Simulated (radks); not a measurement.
The numbers below are computed, except where a source is named.
Initial-state core-level shifts of neutral cadmium when its valence configuration changes from [Kr] 4d10 5s2. Level of theory: scalar-relativistic Kohn-Sham, LDA (Slater exchange, Perdew-Wang correlation), spin-polarised, spherical densities, finite nucleus; open shells are filled with parallel spins first (spin-orbit coupling, left out, can overturn this in heavy ions); Fermi nuclear charge, rms radius 4.6087 fm (a radial shooting solver on a logarithmic mesh with Libxc functionals). Shifts are changes of the shell-averaged eigenvalues in eV (positive: less bound); the change of the density at the nucleus, which sets a Mossbauer isomer shift, is in e/bohr^3, on a base of 1.63e+05.

[
 {"valence": "4d9 5s2 5p1", "2s": "-7.015", "3p": "-6.891", "3d": "-6.921", "4s": "-6.384", "density at nucleus": "+14.36"},
 {"valence": "4d10 5s1 5p1", "2s": "-1.673", "3p": "-1.700", "3d": "-1.695", "4s": "-1.744", "density at nucleus": "-21.19"},
 {"valence": "4d9.5 5s1 5p1.5", "2s": "-4.935", "3p": "-4.907", "3d": "-4.916", "4s": "-4.715", "density at nucleus": "-16.78"},
 {"valence": "4d8.5 5s2 5p1.5", "2s": "-10.538", "3p": "-10.324", "3d": "-10.375", "4s": "-9.479", "density at nucleus": "+21.79"},
 {"valence": "4d10 5p2", "2s": "-3.270", "3p": "-3.320", "3d": "-3.310", "4s": "-3.393", "density at nucleus": "-45.29"},
 {"valence": "4d10 5s1.5 5p0.5", "2s": "-0.928", "3p": "-0.940", "3d": "-0.938", "4s": "-0.960", "density at nucleus": "-10.04"},
 {"valence": "4d8 5p4", "2s": "-16.894", "3p": "-16.608", "3d": "-16.677", "4s": "-15.351", "density at nucleus": "-36.00"},
 {"valence": "4d9.5 5s2 5p0.5", "2s": "-3.519", "3p": "-3.466", "3d": "-3.480", "4s": "-3.242", "density at nucleus": "+7.09"},
 {"valence": "4d7.5 5s2 5p2.5", "2s": "-17.752", "3p": "-17.304", "3d": "-17.405", "4s": "-15.609", "density at nucleus": "+37.12"}
]
